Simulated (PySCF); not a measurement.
Input for PySCF:
```python
from pyscf import gto, scf, dft

mol = gto.M(
    atom='''
F     2.60094538    1.14283506    0.08089861
C     1.43096998    0.69793299   -0.24220788
C     0.44692092    0.10911001    0.37558517
F     0.44992855   -0.20912959    1.70017522
C    -0.83543288   -0.29579618   -0.32144863
F    -1.90245541    0.30342010    0.21057985
F    -0.79671474    0.03356214   -1.61483549
F    -1.04667580   -1.61151893   -0.25143729
''',
    basis='sto-3g',
    spin=1,
    verbose=3,
)

mf = dft.UKS(mol)
mf.xc = 'tpss'
mf.kernel()
mf.analyze()
```

Task: What does this run give for the dipole moment, <S^2>, HOMO energy, number of basis functions, total energy?

Result: 
| Quantity | Result |
|---|---|
| dipole moment | 1.02 D |
| <S^2> | 0.757 |
| HOMO energy | -2.77 eV |
| number of basis functions | 40 |
| total energy | -604.8488 Eh |

These values belong to the state on which the SCF converged, which isn't shown to be the lowest.
